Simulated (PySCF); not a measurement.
## Trend along the second period: MO molecules

PBE0 with triple-zeta basis sets in PySCF, for the lowest determinant that a PBE0 search found; no spin–orbit coupling. De refers to high-spin ground-configuration atoms. A positive dipole means M(−)O(+).

```
 M         basis  state (unpaired electrons)  Re (Å)  ωe (cm⁻¹)  De (eV)  μ (D)
Li  x2c-TZVPPall               doublet (π ↑)   1.684        829     3.43  -6.44
Be  x2c-TZVPPall      singlet (closed shell)   1.324       1547     4.42  -6.25
 B  x2c-TZVPPall               doublet (σ ↑)   1.200       1934     8.44  -2.36
 C    def2-TZVPP      singlet (closed shell)   1.123       2240    11.08   0.13
 N    def2-TZVPP               doublet (π ↑)   1.140       2031     6.64   0.14
 O    def2-TZVPP              triplet (π ↑↑)   1.193       1714     5.40    n/a
 F  x2c-TZVPPall               doublet (π ↑)   1.331       1168     2.35  -0.05
```

Q: By what factor does the bond length vary along the series?

A: At PBE0 it runs from 1.123 Å (CO) to 1.684 Å (LiO), a factor of 1.50.

The rows differ in basis set, which adds steps of its own.

The state changes along the series, so neighbouring rows are not always alike in their bonding.

States were picked by a PBE0 search and need not be the measured ground states.
